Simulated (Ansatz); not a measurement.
Geometry optimisation, Ansatz 0.2.0, UKS PBE/def2-SVP.

The input (input.yaml):

```yaml
crystal:
  periodic: [false, false, false]
  atoms:
    - { symbol: Ge, position_ang: [0.095076, -0.034022, -0.142313] }
    - { symbol: Cl, position_ang: [0.24988, 0.234975, 3.256248] }
    - { symbol: Cl, position_ang: [2.054197, -0.011322, -1.094914] }
    - { symbol: Cl, position_ang: [-1.18669, 1.571003, -0.930021] }
    - { symbol: O, position_ang: [-0.611993, -1.62744, -0.574887] }
    - { symbol: H, position_ang: [-1.580015, -1.609179, -0.444109] }
    - { symbol: F, position_ang: [-0.094554, -0.066816, 4.784997] }
magnetization:
  spin_polarized: true
  initial_magnetization: 1
basis:
  gaussian: { orbitals: def2-SVP }
hamiltonian:
  xc: pbe
relax:
  f_tol: 0.03
  max_steps: 50
```

Launched with:

```bash
$ ansatz run input.yaml --threads 4 --pin off --max-ram 5120MiB --backend cpu --events-out ev --progress --plain --runs-dir out
```

Where does it end, and by what steps?

It converged. After 40 steps the energy has fallen by 2.785 eV; F7 moved furthest, 2.92 Å. Parted: Cl2–F7 (1.60 → 2.98 Å). Joined: Ge1–Cl2 (3.41 → 2.28 Å), Ge1–F7 (4.93 → 1.76 Å).

```
step  energy less start (eV)  largest force component (eV/Å)  accepted
   0                  0.0000                           2.938       yes
   2                 -0.3405                           2.306       yes
   4                 -0.7647                           2.693       yes
   6                 -1.2727                           0.562       yes
   8                 -1.3917                           0.234       yes
  10                 -1.4692                           0.209       yes
  12                 -1.5565                           0.218       yes
  14                 -1.6816                           0.269       yes
  16                 -1.8560                           0.594       yes
  18                 -1.9662                           0.649       yes
  20                 -1.9979                           0.212       yes
  22                 -2.0047                           0.049       yes
  24                 -2.0357                           0.256       yes
  26                 -2.1839                           0.678       yes
  28                 -2.2784                           0.486       yes
  30                 -2.4995                           0.599       yes
  32                 -2.6153                           1.340        no
  34                 -2.7684                           0.434       yes
  36                 -2.7809                           0.145       yes
  38                 -2.7850                           0.031       yes
  40                 -2.7854                           0.028       yes
```

```xyz
7
Properties=species:S:1:pos:R:3
Ge -0.301 0.000 0.760
Cl 1.524 0.575 2.001
Cl 1.846 0.075 -0.603
Cl -1.144 1.632 -0.352
O -0.466 -1.664 0.166
H -1.159 -2.077 0.725
F -1.373 -0.084 2.157
```

Whether the end is a true minimum wasn't checked by a vibrational analysis.

Run time: 100 s on 4 threads of Arm Neoverse V2, on a shared host, peak memory 0.24 GiB.
